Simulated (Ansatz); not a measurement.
System: iodine monochloride, ICl, net charge 0, singlet state. 
Coordinates optimised at B3LYP-D3(BJ)/def2-TZVP (Ansatz, an electronic-structure program):
SMILES: ClI
```xyz
2

Cl     0.0000     0.0000    -1.7753
I      0.0000     0.0000     0.5694
```

Computed values are from Ansatz. Correlated levels leave the core frozen unless marked. Open shells are spin-unrestricted. No spin-orbit coupling. Frozen are the shells of the preceding noble gas and the d and f shells that filled before the atom's block. Past Kr the def2 sets carry scalar-relativistic core potentials. CBS(X,Y): correlation extrapolated as X^-3; Hartree-Fock from the larger set.

The atomisation energy De is 232.9 kJ/mol at CCSD(T)/CBS(def2-TZVPPD,def2-QZVPPD) and the vertical ionisation energy (to the doublet) comes out as 10.44 eV at CCSD(T)/CBS(def2-TZVPPD,def2-QZVPPD). The vertical electron affinity (to the doublet; negative means unbound) comes out as 1.54 eV at CCSD(T)/CBS(def2-TZVPPD,def2-QZVPPD) and the total energy comes out as -756.6233 Eh at CCSD(T)/CBS(def2-TZVPPD,def2-QZVPPD). The dipole moment is 1.23 D at CCSD(T)/def2-SVPD and the T1 diagnostic is 0.009 at CCSD/def2-QZVPPD. The measured enthalpy of formation, 298 K is 17.4 kJ/mol (Active Thermochemical Tables 1.112 (ions: stationary electron), as tabulated in the package chemicals).
